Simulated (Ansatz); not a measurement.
[closo-B5H5]2- (B₅H₅²⁻). The state is a triplet with charge -2. Geometry PBE0-D4/def2-SVPD, that of the charge -2 singlet.

```xyz
10

B     0.834    0.642   -0.019
B    -0.457   -0.242    0.917
B     0.801   -1.036    0.125
B    -0.801    1.036   -0.125
B    -0.377   -0.400   -0.898
H     1.811    1.396   -0.041
H    -0.991   -0.527    1.993
H     1.547   -2.000    0.241
H    -1.546    2.000   -0.242
H    -0.819   -0.869   -1.950
```

A multiply charged anion in the gas phase is held together partly by the finite basis. Removing one electron lowers the energy by 2.60 eV at PBE0-D4/def2-TZVPD, so it isn't bound. At PBE-D4/def2-TZVPD, r2SCAN-D4/def2-TZVPD, PBE0-D4/def2-TZVPD the highest occupied level of the charge -2 triplet lies above zero (up to 4.93 eV). By energy differences it is unbound by 4.01 eV (vertical, against the charge -1 doublet, at r2SCAN-D4/def2-TZVPD) and held by the finite basis. At PBE0-D4/def2-TZVPD a singlet of charge -2 lies 1.35 eV below the triplet at the same geometry.

Question: Estimate the α-spin orbital energies around the gap (eV) in Ansatz with PBE-D4/def2-TZVPD, r2SCAN-D4/def2-TZVPD, PBE0-D4/def2-TZVPD.

Answer: 
```tsv
orbital	PBE-D4/def2-TZVPD	r2SCAN-D4/def2-TZVPD	PBE0-D4/def2-TZVPD
HOMO−5	-0.04	-0.34	-1.38
HOMO−4	1.03	0.85	-0.03
HOMO−3	1.16	1.00	0.09
HOMO−2	2.01	1.68	0.97
HOMO−1	2.64	2.52	1.70
HOMO	4.82	4.93	4.68
LUMO	4.97	5.11	5.33
LUMO+1	5.17	5.28	5.49
LUMO+2	5.33	5.49	5.63
LUMO+3	5.58	5.81	5.92
LUMO+4	6.93	7.16	7.56
LUMO+5	7.04	7.27	7.64
β HOMO	2.83	2.73	1.94
β LUMO	3.02	3.40	4.02
```
